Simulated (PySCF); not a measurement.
Structure problem from calculated spectra and properties.

Formula: C7H8BN3O2S.

| Item | Value |
| --- | --- |
| Polarisability | 146.2 au [PBE0/def2-SVPD] |
| Rotational structure | rotational constants A, B, C: 1.171, 0.467, 0.335 GHz [PBE0-D3(BJ)/def2-SVP] |
| UV, first state | lowest singlet excitation: 4.40 eV (282 nm, f = 0.305) [TDDFT PBE0/def2-SVPD] |
| 13C NMR | chemical shifts (computed TMS as zero) by class: 169.5 (1 C), 157.9 (1 C), 149.8 (1 C), 146.9 (1 C), 141.3 (1 C), 139.3 (1 C), 23.0 (1 C) ppm [GIAO CAM-B3LYP/pcSseg-1] |
| 1H NMR | chemical shifts (computed TMS as zero) by class: 10.55 (1 H), 7.77 (1 H), 7.46 (1 H), 7.37 (1 H), 4.32 (1 H), 2.46 (3 H) ppm [GIAO CAM-B3LYP/pcSseg-1] |
| Dipole | 4.00 D [PBE0/def2-SVPD] |
| NMR, other nuclei | isotropic shieldings of nuclei other than C and H, by class: 72 (1 B), -72 (1 N), 52 (1 N), 169 (1 N), 41 (1 O), 206 (1 O), 265 (1 S) ppm [GIAO CAM-B3LYP/pcSseg-1] |
| Triplet | lowest triplet excitation (Tamm–Dancoff): 2.99 eV [TDA PBE0/def2-SVPD] |

The electronic properties come from PySCF, for the isolated species, density fitting. Levels stand in brackets. Geometry: PBE0-D3(BJ)/def2-SVP, one conformer, isolated molecule. Each NMR value is the plain mean over a class of atoms that symmetry, rotation or inversion makes alike.

Problem. Propose a structure and show how it fits.

Solution. Numbering: `[CH3:1][C:2]1=[N:3][N:4]([C:5]([NH2:6])=[O:7])[B:8]([OH:9])[c:10]2[cH:11][cH:12][s:13][c:14]21`. 7 carbons fall into 7 classes; from least to most shielded: urea-type carbonyl carbon [C5] (169.5 ppm), substituted aromatic carbon [C14] (157.9 ppm), substituted aromatic carbon [C10] (149.8 ppm), unsaturated ring carbon [C2] (146.9 ppm), aromatic CH next to a ring sulfur [C12] (141.3 ppm), aromatic CH carbon [C11] (139.3 ppm), methyl carbon [C1] (23.0 ppm). Hydrogen classes from least to most shielded: 1 H on a boron-bound oxygen, O9 (10.55 ppm), 1 H on an aromatic CH carbon, C11 (7.77 ppm), 1 H on a nitrogen bound to a carbonyl carbon, N6 (7.46 ppm), 1 H on an aromatic CH next to a ring sulfur, C12 (7.37 ppm), 1 H on a nitrogen bound to a carbonyl carbon, N6 (4.32 ppm), 3 H on a methyl carbon, C1 (2.46 ppm). The other shieldings belong to: 72 ppm, ring boron [B8]; -72 ppm, ring nitrogen [N3]; 52 ppm, nitrogen bound to a carbonyl carbon [N4]; 169 ppm, nitrogen bound to a carbonyl carbon [N6]; 41 ppm, carbonyl oxygen [O7]; 206 ppm, boron-bound oxygen [O9]; 265 ppm, thiophene-type sulfur [S13]. S1 is mainly HOMO→LUMO (weight 0.96); the largest Löwdin shares of the orbital it empties are 0.17 on the ring nitrogen, 0.14 on the aromatic CH next to a ring sulfur, 0.13 on a nitrogen bound to a carbonyl carbon and 0.09 on the aromatic CH carbon, of the orbital it fills 0.16 on the ring nitrogen, 0.13 on the thiophene-type sulfur and 0.12 on each of 2 atoms of one kind (substituted aromatic carbon). The optimised geometry has point group Cs and is an asymmetric top. Structure: `CC1=NN(C(N)=O)B(O)C2=C1SC=C2`. The assignments are read from this structure; whether some other isomer fits the data as well wasn't checked.

Conformer computed: `[CH3:1][C:2]1=[N:3][N:4]([C:5]([NH2:6])=[O:7])[B:8]([OH:9])[c:10]2[cH:11][cH:12][s:13][c:14]21`: N3–N4–C5–N6 0°, H–N6–C5–N4 0°, H–N6–C5–N4 180°, H–O9–B8–N4 0°.
